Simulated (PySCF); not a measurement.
Species: C7H8NO (charge +1).
SMILES: `CC(=O)[n+]1ccccc1`

The closed-shell SCF was solved with PySCF and density fitting under several settings on one GFN2-xTB geometry (grid level 2 and gas phase unless stated).

```
                                settings  basis functions  SCF cycles     E (Eh)  HOMO (eV)  LUMO (eV)
                           PBE0/pcSseg-1              193          15  -400.7795     -13.30      -7.35
                          PBE0/def2-SVPD              247          15  -400.5580     -13.25      -7.34
mPW1PW91/STO-3G, IEF-PCM tetrahydrofuran               53          13  -396.2933      -7.82      -1.78
```

Estimate the row for these settings: PBE0/IGLO-II, energy threshold 1e-11 Eh, start guess atom.

```tsv
settings	basis functions	SCF cycles	E (Eh)	HOMO (eV)	LUMO (eV)
PBE0/IGLO-II, energy threshold 1e-11 Eh, start guess atom	246	14	-400.9238	-13.24	-7.28
```

Over all rows, what range does the HOMO–LUMO gap span?

From 5.91 eV (PBE0/def2-SVPD) to 6.04 eV (mPW1PW91/STO-3G, IEF-PCM tetrahydrofuran). The functional of the narrowest has 25 % exact exchange, that of the widest 25 % exact exchange.

Compare two rows with the functional PBE0: PBE0/pcSseg-1 and PBE0/IGLO-II, energy threshold 1e-11 Eh, start guess atom. Which energy is lower, and by how much?

PBE0/IGLO-II, energy threshold 1e-11 Eh, start guess atom (246 functions) lies 0.1443 Eh or 91 kcal/mol below PBE0/pcSseg-1 (193 functions).

Cycle counts include a coarse-grid stage where the run had one. The species at its GFN2-xTB geometry (one conformer only).

Conformer computed: `[CH3:1][C:2](=[O:3])[n+:4]1[cH:5][cH:6][cH:7][cH:8][cH:9]1`: C1–C2–N4–C5 170°.
